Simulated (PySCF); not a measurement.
CHCl₃, charge +1, doublet, geometry from GFN2-xTB (a state made from the parent by changing its charge; the spin is typed, not shown lowest); BLYP/def2-SVP run with PySCF.

The PySCF input:
```python
from pyscf import gto, scf, dft

mol = gto.M(
    atom='''
Cl   -0.79809750    1.51930940   -0.07372434
C     0.00488595    0.00306855    0.36216780
Cl   -0.91853468   -1.45078845   -0.04693467
Cl    1.71373432   -0.07034090   -0.09414240
H     0.01994780    0.01252794    1.47861697
''',
    basis='def2-svp',
    charge=1,
    spin=1,
    verbose=4,
)

mf = dft.UKS(mol)
mf.xc = 'blyp'
mf.kernel()
```

It wrote (shortened):

```
PySCF version 2.14.0

[INPUT] verbose = 4
[INPUT] num. atoms = 5
[INPUT] num. electrons = 57
[INPUT] charge = 1
[INPUT] spin (= nelec alpha-beta = 2S) = 1
[INPUT] symmetry False subgroup None
[INPUT] Mole.unit = angstrom
[INPUT] Symbol           X                Y                Z      unit          X                Y                Z       unit  Magmom
[...]
nuclear repulsion = 260.323134227912
number of shells = 33
number of NR pGTOs = 139
number of NR cGTOs = 73
basis = def2-svp
ecp = {}

******** <class 'pyscf.dft.uks.UKS'> ********
method = UKS
initial guess = minao
damping factor = 0
level_shift factor = 0
DIIS = <class 'pyscf.scf.diis.CDIIS'>
diis_start_cycle = 1
diis_space = 8
diis_damp = 0
SCF conv_tol = 1e-09
SCF conv_tol_grad = None
SCF max_cycles = 50
direct_scf = True
direct_scf_tol = 1e-13
number electrons alpha = 29  beta = 28
XC library pyscf.dft.libxc version 7.1.2
    S. Lehtola, C. Steigemann, M. J. T. Oliveira, and M. A. L. Marques,  SoftwareX 7, 1–5 (2018)
XC functionals = blyp
    A. D. Becke,  Phys. Rev. A 38, 3098 (1988)
    C. Lee, W. Yang, and R. G. Parr,  Phys. Rev. B 37, 785 (1988)
    B. Miehlich, A. Savin, H. Stoll, and H. Preuss,  Chem. Phys. Lett. 157, 200 (1989)
radial grids:
    Treutler-Ahlrichs [JCP 102, 346 (1995); DOI:10.1063/1.469408] (M4) radial grids

becke partition: Becke, JCP 88, 2547 (1988); DOI:10.1063/1.454033
pruning grids: <function nwchem_prune>
grids dens level: 3
symmetrized grids: False
atomic radii adjust function: <function treutler_atomic_radii_adjust>
small_rho_cutoff = 0
Set gradient conv threshold to 3.16228e-05
tot grids = 80568
init E= -1419.06899350078

cycle= 1 E= -1418.34449527076  delta_E= 0.724  |g|= 0.343  |ddm|= 1.79
cycle= 2 E= -1417.97568357946  delta_E= 0.369  |g|= 0.946  |ddm|= 1.57
cycle= 3 E= -1418.40392508093  delta_E= -0.428  |g|= 0.0957  |ddm|= 0.747
cycle= 4 E= -1418.40473128778  delta_E= -0.000806  |g|= 0.0869  |ddm|= 1.16

cycle= 5 E= -1418.40827058801  delta_E= -0.00354  |g|= 0.0484  |ddm|= 0.0535
cycle= 6 E= -1418.40753715043  delta_E= 0.000733  |g|= 0.0572  |ddm|= 1.16

cycle= 7 E= -1418.40807573325  delta_E= -0.000539  |g|= 0.049  |ddm|= 0.0152

cycle= 8 E= -1418.40805803476  delta_E= 1.77e-05  |g|= 0.0522  |ddm|= 1.16

cycle= 9 E= -1418.40809572781  delta_E= -3.77e-05  |g|= 0.0524  |ddm|= 0.0419

cycle= 10 E= -1418.4078121938  delta_E= 0.000284  |g|= 0.0533  |ddm|= 1.16

cycle= 11 E= -1418.40789812715  delta_E= -8.59e-05  |g|= 0.0522  |ddm|= 0.0191

cycle= 12 E= -1418.40790101555  delta_E= -2.89e-06  |g|= 0.052  |ddm|= 0.0209

cycle= 13 E= -1418.40827653108  delta_E= -0.000376  |g|= 0.0495  |ddm|= 1.16

cycle= 14 E= -1418.40847587514  delta_E= -0.000199  |g|= 0.0462  |ddm|= 0.0151

cycle= 15 E= -1418.40788441329  delta_E= 0.000591  |g|= 0.0521  |ddm|= 1.16

cycle= 16 E= -1418.40789653784  delta_E= -1.21e-05  |g|= 0.0518  |ddm|= 0.0383

cycle= 17 E= -1418.40950401056  delta_E= -0.00161  |g|= 0.0354  |ddm|= 0.569

cycle= 18 E= -1418.41011339616  delta_E= -0.000609  |g|= 0.027  |ddm|= 1.14

cycle= 19 E= -1418.40918814268  delta_E= 0.000925  |g|= 0.0383  |ddm|= 1.12

cycle= 20 E= -1418.40927463184  delta_E= -8.65e-05  |g|= 0.0376  |ddm|= 0.0273

cycle= 21 E= -1418.40963156123  delta_E= -0.000357  |g|= 0.0332  |ddm|= 0.0966

cycle= 22 E= -1418.40815791248  delta_E= 0.00147  |g|= 0.0484  |ddm|= 0.459

cycle= 23 E= -1418.40989110298  delta_E= -0.00173  |g|= 0.0291  |ddm|= 0.512

cycle= 24 E= -1418.41038190069  delta_E= -0.000491  |g|= 0.0206  |ddm|= 0.373

cycle= 25 E= -1418.4094928287  delta_E= 0.000889  |g|= 0.0344  |ddm|= 0.484

cycle= 26 E= -1418.41021530134  delta_E= -0.000722  |g|= 0.0238  |ddm|= 0.225

cycle= 27 E= -1418.40849008869  delta_E= 0.00173  |g|= 0.0473  |ddm|= 0.795

cycle= 28 E= -1418.40912507067  delta_E= -0.000635  |g|= 0.0393  |ddm|= 0.138

cycle= 29 E= -1418.40993629803  delta_E= -0.000811  |g|= 0.0277  |ddm|= 0.226

cycle= 30 E= -1418.41056436952  delta_E= -0.000628  |g|= 0.0128  |ddm|= 0.181

cycle= 31 E= -1418.41045296921  delta_E= 0.000111  |g|= 0.0163  |ddm|= 0.0535

cycle= 32 E= -1418.41063845113  delta_E= -0.000185  |g|= 0.00958  |ddm|= 0.0889

cycle= 33 E= -1418.41056599975  delta_E= 7.25e-05  |g|= 0.0125  |ddm|= 0.0452

cycle= 34 E= -1418.41069902418  delta_E= -0.000133  |g|= 0.0053  |ddm|= 0.0863

cycle= 35 E= -1418.41071333028  delta_E= -1.43e-05  |g|= 0.00385  |ddm|= 0.111

cycle= 36 E= -1418.41072922388  delta_E= -1.59e-05  |g|= 0.000214  |ddm|= 0.049

cycle= 37 E= -1418.41072914172  delta_E= 8.22e-08  |g|= 0.000352  |ddm|= 0.00175

cycle= 38 E= -1418.41072925485  delta_E= -1.13e-07  |g|= 0.000121  |ddm|= 0.00266

cycle= 39 E= -1418.41072926997  delta_E= -1.51e-08  |g|= 2.59e-05  |ddm|= 0.00135

cycle= 40 E= -1418.41072927041  delta_E= -4.39e-10  |g|= 1.27e-05  |ddm|= 5.72e-05

Extra cycle  E= -1418.41072911316  delta_E= 1.57e-07  |g|= 0.000389  |ddm|= 0.00472
SCF not converged.
SCF energy = -1418.41072911316 after 50 cycles  <S^2> = 0.75116386  2S+1 = 2.0011635
```

The run did not converge; its last values are not results.
